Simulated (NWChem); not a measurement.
System: C2HF3; SMILES FC(=CF)F

Input file for NWChem:

```
start job
memory heap 200 mb stack 900 mb global 1100 mb
geometry units angstroms noautoz
  F      0.077472    -1.879090     0.000000
  C     -0.628297    -0.754922     0.000000
  C     -0.030783     0.432853     0.000000
  F      1.261861     0.620864     0.000000
  F     -0.696918     1.560862     0.000000
  H     -1.713533    -0.858186     0.000000
end
basis spherical
  * library 6-31+g*
end
dft
  xc b3lyp
  iterations 150
  mulliken
end
task dft energy
```

Output (shortened):

```
             Northwest Computational Chemistry Package (NWChem) 7.3.0
             --------------------------------------------------------

 CS  symmetry detected

                             Geometry "geometry" -> ""
                             -------------------------

 Output coordinates in angstroms (scale by  1.889725989 to convert to a.u.)

  No.       Tag          Charge          X              Y              Z
 ---- ---------------- ---------- -------------- -------------- --------------
    1 F                    9.0000     0.03933774    -1.87848895     0.00000000
    2 C                    6.0000    -0.64518273    -0.74125753     0.00000000
    3 C                    6.0000    -0.02545508     0.43508004     0.00000000
    4 F                    9.0000     1.27049355     0.59876813     0.00000000
    5 F                    9.0000    -0.67027636     1.57540703     0.00000000
    6 H                    1.0000    -1.73216752    -0.82411093     0.00000000

 Effective nuclear repulsion energy (a.u.)     173.7966861881

      Symmetry information
      --------------------

 Group name             Cs
 Group number              2
 Group order               2
 No. of unique centers     6

                                 NWChem DFT Module
                                 -----------------

 Summary of "ao basis" -> "ao basis" (spherical)
 ------------------------------------------------------------------------------
       Tag                 Description            Shells   Functions and Types
 ---------------- ------------------------------  ------  ---------------------
 F                          6-31+g*                  8       18   4s3p1d
 C                          6-31+g*                  8       18   4s3p1d
 H                          6-31+g*                  2        2   2s

      Symmetry analysis of basis
      --------------------------

        a'         67
        a"         25

            General Information
            -------------------
          SCF calculation type: DFT
          Wavefunction type:  closed shell.
          No. of atoms     :     6
          No. of electrons :    40
           Alpha electrons :    20
            Beta electrons :    20
          Charge           :     0
          Spin multiplicity:     1
          Use of symmetry is: on ; symmetry adaption is: on
          Maximum number of iterations: 150
          AO basis - number of functions:    92
                     number of shells:    42
          Convergence on energy requested:  1.00D-06
          Convergence on density requested:  1.00D-05
          Convergence on gradient requested:  5.00D-04

              XC Information
              --------------
                         B3LYP Method XC Potential
                     Hartree-Fock (Exact) Exchange  0.200
                        Slater Exchange Functional  0.800 local
                    Becke 1988 Exchange Functional  0.720 non-local
              Lee-Yang-Parr Correlation Functional  0.810
                  VWN I RPA Correlation Functional  0.190 local

             Grid Information
             ----------------
          Grid used for XC integration:  medium
          Radial quadrature: Mura-Knowles
          Angular quadrature: Lebedev.
          Tag              B.-S. Rad. Rad. Pts. Rad. Cut. Ang. Pts.
          ---              ---------- --------- --------- ---------
          F                   0.50       49          11.0       434
          C                   0.70       49          10.0       434
          H                   0.35       45          10.0       434
          Grid pruning is: on
          Number of quadrature shells:   290
          Spatial weights used:  Erf1

      Superposition of Atomic Density Guess
      -------------------------------------

 Sum of atomic energies:        -373.95998315

      Non-variational initial energy
      ------------------------------

 Total energy =    -375.727680
 1-e energy   =    -864.176208
 2-e energy   =     314.651842
 HOMO         =      -0.225968
 LUMO         =       0.059657

      Symmetry analysis of molecular orbitals - initial
      -------------------------------------------------

  Numbering of irreducible representations:

     1 a'          2 a"

  Orbital symmetries:

     1 a'          2 a'          3 a'          4 a'          5 a'
     6 a'          7 a'          8 a'          9 a'         10 a'
    11 a'         12 a'         13 a"         14 a'         15 a"
    16 a"         17 a'         18 a'         19 a'         20 a"
    21 a'         22 a'         23 a'         24 a"         25 a"
    26 a'         27 a'         28 a"         29 a'         30 a'

     ---------------------------------------------
      Total Density - Mulliken Population Analysis
     ---------------------------------------------

    Atom       Charge   Shell Charges
 -----------   ------   -------------------------------------------------------
    1 F    9     9.39   2.00  0.94  3.40  1.01  2.01 -0.02  0.04  0.01
    2 C    6     6.01   2.00  0.69  1.80  0.52  0.89 -0.01  0.07  0.06
    3 C    6     5.01   2.00  0.64  1.44  0.34  0.36  0.10  0.03  0.11
    4 F    9     9.42   2.00  0.94  3.39  1.02  2.01 -0.02  0.07  0.01
    5 F    9     9.42   2.00  0.94  3.38  1.02  2.01 -0.02  0.07  0.01
    6 H    1     0.75   0.46  0.29

[...]
```

Level: B3LYP/6-31+G* (spherical d). Geometry: optimised at PBE0/def2-SVP.
